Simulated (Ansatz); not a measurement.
trans-Hf(H2O)2Cl4 (HfCl4O2H4), relaxed as a singlet with RKS PBE0-D4/def2-SVP in Ansatz, starting from the GFN2-xTB geometry. Force threshold 0.02 eV/Å.

In the def2 sets Hf takes a core potential; there is no spin–orbit coupling. The relaxation made no stability test and no search for a lower SCF solution. No other spin state of charge 0 was run. Another isomer (singlet) lies 0.21 eV lower at PBE0-D4/def2-TZVP; other spin states weren't run for this one.

Start:

```tsv
atom	x (Å)	y (Å)	z (Å)
Cl1	1.203	0.798	1.839
Cl2	-1.189	-0.811	-1.893
Cl3	0.485	-2.216	0.640
Cl4	-0.538	2.200	-0.650
Hf5	-0.020	-0.009	-0.007
O6	1.783	-0.545	-1.519
O7	-1.783	0.560	1.541
H8	1.338	-0.757	-2.365
H9	2.167	-1.386	-1.202
H10	-2.111	1.427	1.226
H11	-1.334	0.739	2.391
```

Q: Estimate the energy that the relaxation releases and the steps that it takes.

A: 0.82 eV, in 10 steps; 32 s on 4 threads of Arm Neoverse V2 on a shared host. No frequencies were taken in this run, so the end may be a saddle point.

Q: Does the start keep its bonding?

A: By distances, no bond broke or formed. The bond that changes most is Hf5–O7, from 2.41 to 2.24 Å (atoms count from 1).

Q: Predict the relaxed structure.

A: 
```xyz
11

Cl    1.922    0.696    1.113
Cl   -1.160   -0.836   -2.049
Cl   -0.371   -1.983    1.176
Cl   -0.665    2.321   -0.622
Hf   -0.066    0.048   -0.093
O     1.618   -0.582   -1.423
O    -1.613    0.577    1.435
H     1.472   -1.136   -2.203
H     2.534   -0.610   -1.112
H    -1.888    1.493    1.579
H    -1.784    0.011    2.200
```
Bond lengths: 4 × Cl–Hf 2.41 Å; 2 × Hf–O 2.24 Å; 4 × H–O 0.97 Å.
